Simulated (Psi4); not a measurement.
C$_{2}$H$_{3}$O$_{2}$ (SMILES [CH2]C(=O)O), doublet, at a GFN2-xTB geometry, atoms displaced at random by about 0.08 Å a coordinate; R2SCAN/STO-3G, gradient (Psi4).

The Psi4 input:
```
memory 2 GB

molecule {
0 2
  C     0.16847830   -0.04551997   -0.02256344
  O     0.20326158    1.25801242   -0.63129392
  O    -1.11420841   -0.29929102    0.41808747
  H    -1.68865752    0.68512065    0.36160324
  C     0.82103489   -0.88645962    0.11804264
  H     0.80902111   -1.80233778    0.55572864
  H     1.99863625   -0.91715679   -0.37663223
symmetry c1
no_reorient
no_com
}

set basis sto-3g
set reference uks

gradient('r2scan')
print_variables()
```

Question: Write the output that Psi4 gives for this input, abridged.

Answer: 
```
gradient() will perform analytic gradient computation.

   => Loading Basis Set <=

    Name: STO-3G
    Role: ORBITAL
    Keyword: BASIS

         ---------------------------------------------------------
                                   SCF
               by Justin Turney, Rob Parrish, Andy Simmonett
                          and Daniel G. A. Smith
                              UKS Reference
         ---------------------------------------------------------

  ==> Geometry <==

    Molecular point group: c1
    Full point group: C1

    Geometry (in Angstrom), charge = 0, multiplicity = 2:

       Center              X                  Y                   Z               Mass
    ------------   -----------------  -----------------  -----------------  -----------------
         C            0.168478300000    -0.045519970000    -0.022563440000    12.000000000000
         O            0.203261580000     1.258012420000    -0.631293920000    15.994914619570
         O           -1.114208410000    -0.299291020000     0.418087470000    15.994914619570
         H           -1.688657520000     0.685120650000     0.361603240000     1.007825032230
         C            0.821034890000    -0.886459620000     0.118042640000    12.000000000000
         H            0.809021110000    -1.802337780000     0.555728640000     1.007825032230
         H            1.998636250000    -0.917156790000    -0.376632230000     1.007825032230

  Running in c1 symmetry.

  Rotational constants: A =      0.42810  B =      0.35168  C =      0.19343 [cm^-1]
  Rotational constants: A =  12834.02803  B =  10543.05089  C =   5798.86016 [MHz]
  Nuclear repulsion =  115.182416824094091

  Charge       = 0
  Multiplicity = 2
  Electrons    = 31
  Nalpha       = 16
  Nbeta        = 15

  ==> Algorithm <==

  SCF Algorithm Type is DF.
  DIIS enabled.
  MOM disabled.
  Fractional occupation disabled.
  Guess Type is SAD.
  Energy threshold   = 1.00e-08
  Density threshold  = 1.00e-08
  Integral threshold = 1.00e-12

  ==> Primary Basis <==

  Basis Set: STO-3G
    Blend: STO-3G
    Number of shells: 15
    Number of basis functions: 23
    Number of Cartesian functions: 23
    Spherical Harmonics?: true
    Max angular momentum: 1

  ==> DFT Potential <==

   => LibXC <=

    Version 7.1.2
    S. Lehtola, C. Steigemann, M. J. T. Oliveira, and M. A. L. Marques,  SoftwareX 7, 1–5 (2018) (10.1016/j.softx.2017.11.002)

   => Composite Functional: R2SCAN <=

[...]
  @DF-UKS Final Energy:  -225.02484752100560
    Total Energy =                       -225.0248475210055972
[...]
    Blend: DEF2-UNIVERSAL-JKFIT
    Number of shells: 118
    Number of basis functions: 358
    Number of Cartesian functions: 424
    Spherical Harmonics?: true
    Max angular momentum: 4

  ==> DFT Potential <==

   => LibXC <=

    Version 7.1.2
    S. Lehtola, C. Steigemann, M. J. T. Oliveira, and M. A. L. Marques,  SoftwareX 7, 1–5 (2018) (10.1016/j.softx.2017.11.002)

   => Composite Functional: R2SCAN <=

    r2SCAN Meta-GGA XC Functional  (0.1021/acs.jpclett.0c02405)
    J. W. Furness, A. D. Kaplan, J. Ning, J. P. Perdew, J. Sun  J. Phys. Chem. Lett.  11, 8208–8215, 2020

    Deriv               =              1
    GGA                 =           TRUE
    Meta                =           TRUE

    Exchange Hybrid     =          FALSE
    MP2 Hybrid          =          FALSE

   => Exchange Functionals <=

    1.0000   XC_MGGA_X_R2SCAN

   => Correlation Functionals <=

    1.0000   XC_MGGA_C_R2SCAN

   => LibXC Density Thresholds  <==

    XC_MGGA_C_R2SCAN:  1.00E-15
    XC_MGGA_X_R2SCAN:  1.00E-11

   => Molecular Quadrature <=

    Radial Scheme          =       TREUTLER
    Pruning Scheme         =           NONE
    Nuclear Scheme         =       TREUTLER

    Blocking Scheme        =         OCTREE
    BS radius alpha        =              1
    Pruning alpha          =              1
    Radial Points          =             75
    Spherical Points       =            302
    Total Points           =         149491
    Total Blocks           =           1180
    Max Points             =            256
    Max Functions          =             23
    Weights Tolerance      =       1.00E-15

  -Total Gradient:
     Atom            X                  Y                   Z
    ------   -----------------  -----------------  -----------------
       1        0.446691503741    -0.579403676167     0.105781768585
       2       -0.005806772304     0.017029804593    -0.008192870873
       3        0.129259262233    -0.073533719175    -0.018156510219
       4       -0.044423778731     0.059967538059    -0.002530573184
       5       -0.629973529967     0.531792308728    -0.008164122121
       6        0.026172371374     0.058275458894    -0.038915816294
       7        0.077727243621    -0.013437137985    -0.030063033567

  Variable Map:
  ----------------------------------------------------------------------------
[...]
  Array Variable Map:
  ----------------------------------------------------------------------------
[...]
[...]
```
